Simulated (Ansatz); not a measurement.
ReO3(OH) (ReO4H), relaxed as a singlet with RKS PBE-D4/def2-SVP in Ansatz, starting from the GFN2-xTB geometry. Force threshold 0.02 eV/Å.

In the def2 sets Re takes a core potential; there is no spin–orbit coupling.

Start:

```
atom   x (Å)   y (Å)   z (Å)
 Re1  -0.264   0.249  -0.212
  O2  -0.778  -0.410  -1.655
  O3  -1.654   0.603   0.637
  O4   0.407   1.723  -0.609
  O5   0.844  -0.802   0.675
  H6   1.445  -1.363   1.164
```

(1) Estimate the energy that the relaxation releases and the steps that it takes.

(2) Does the start keep its bonding and symmetry?

(3) Predict the relaxed structure.

Results:

(1) 13.9 kcal/mol, in 14 steps; 14 s on 4 threads of Arm Neoverse V1 on a shared host. The force fell under the threshold at step 4, but the optimiser went on and released 0.168 eV more. No frequencies were taken in this run, so the end may be a saddle point.

(2) By distances, no bond broke or formed. The bond that changes most is Re1–O5, from 1.77 to 1.89 Å (atoms count from 1). Point group C3v at the start, Cs at the end, both within 0.05 Å.

(3) 
```xyz
6

Re   -0.277    0.208   -0.270
O    -0.861   -0.389   -1.772
O    -1.606    0.525    0.774
O     0.550    1.693   -0.529
O     0.873   -1.089    0.470
H     1.321   -0.949    1.328
```
Bond lengths: 4 × O–Re 1.72 to 1.89 Å; 1 × H–O 0.98 Å.
